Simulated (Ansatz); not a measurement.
**Ligand exchange: SiH2(CH3)(OH) + C2H3F3O → SiH(CH3)(OH)2 + C2H3F3**

Gas-phase species: SiH2(CH3)(OH), singlet; C2H3F3O (2,2,2-trifluoroethanol) `OCC(F)(F)F`, singlet; SiH(CH3)(OH)2, singlet; C2H3F3 `CC(F)(F)F`, singlet. The partners trade H for OH: Si–H and C–OH bonds give way to Si–OH and C–H.

Shapes, held fixed at every level: PBE0-D4/def2-TZVP. Flexible molecules stand in one conformer, not always the lowest. Programs: Ansatz 0.2.0. The zero-point and thermal change to 298 K, harmonic and unscaled (PBE0-D4/def2-TZVP), is +3.5 kJ/mol.

```tsv
level	kind	ΔH(298 K) (kJ/mol)	less CCSD(T)/CBS estimate
PBE-D4/def2-TZVPP	GGA	-201.8	+13.7
r2SCAN-D4/def2-TZVPP	meta-GGA	-214.0	+1.5
BHLYP-D4/def2-TZVPP	global hybrid	-215.0	+0.5
wB97X-V/def2-TZVPP	range-separated hybrid	-206.6	+8.9
MP2/def2-SVP	perturbation theory	-198.3	+17.2
CCSD/def2-SVP	coupled cluster or CI	-189.0	+26.5
CCSD/def2-TZVPP	coupled cluster or CI	-212.5	+3.0
CCSD(T)/CBS estimate	coupled cluster or CI	-215.5	0.0
```

The highest level, CCSD(T)/CBS estimate, gives ΔH(298 K) = -215.5 kJ/mol; the levels span -215.5 to -189.0. The column of differences is taken from that level and isn't an error. No measured value is set beside it here. The CBS estimate extrapolates MP2 from def2-TZVPP and def2-QZVPP and adds CCSD(T) − MP2 in the triple-zeta set, cores frozen.
